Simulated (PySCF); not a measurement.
C5H9O, doublet, at a GFN2-xTB geometry. Base run: CAMB3LYP/STO-3G (PySCF).

The PySCF input:
```python
from pyscf import gto, scf, dft

mol = gto.M(
    atom='''
C     2.64543748   -0.54977576   -0.15717176
C     1.32187780   -0.05305792   -0.53840797
C     0.30776423   -0.21962833    0.64276578
C    -1.03059009    0.32933299    0.21264321
C    -1.97303878   -0.69254551   -0.37020000
O    -1.30379412    1.50048409    0.30066287
H     3.30631639    0.06327695    0.42450348
H     2.89674422   -1.58530958   -0.28357437
H     0.93332272   -0.60373684   -1.39805257
H     1.35635955    1.01146063   -0.78073310
H     0.23658143   -1.27376742    0.90788636
H     0.68066251    0.35149472    1.49316681
H    -2.83030453   -0.20216272   -0.82332323
H    -1.45897857   -1.30205914   -1.10951311
H    -2.31905440   -1.34902235    0.42656111
''',
    basis='sto-3g',
    spin=1,
    verbose=4,
)

mf = dft.UKS(mol)
mf.xc = 'camb3lyp'
mf.kernel()
```

Each row names what was changed in the base input (with any setting that the change needs).

| change | ΔE vs base (mEh) | SCF cycles | <S^2> | outcome |
|---|---|---|---|---|
| base | 0.000 | 13 | 0.754 | converged |
| DIIS = ADIIS | 0.000 | 20 | 0.754 | converged |
| diis_space = 2 | 0.000 | 19 | 0.754 | converged |
| diis = off; damp = 0.6 (with mf.diis_start_cycle = 200; with mf.max_cycle = 150) | 0.000 | 33 | 0.754 | converged |
| damp = 0.5; diis_start_cycle = 5 | 0.000 | 14 | 0.754 | converged |
| level_shift = 0.3 (with mf.max_cycle = 100) | 0.000 | 17 | 0.754 | converged |
| diis = off (with mf.max_cycle = 100) | - | 100 | - | not converged |
| conv_tol = 1e-11 | 0.000 | 17 | 0.754 | converged |
| level_shift = 0.5 (with mf.max_cycle = 100) | 0.000 | 21 | 0.754 | converged |
| conv_tol = 1e-7 | 0.000 | 10 | 0.754 | converged |
| init_guess = 1e | 0.000 | 23 | 0.754 | converged |
| init_guess = atom | 0.000 | 13 | 0.754 | converged |
| init_guess = sap | 0.000 | 18 | 0.754 | converged |

Open shells are given as the SCF converged; they aren't shown to be the lowest states, and a large step between rows can be another state.
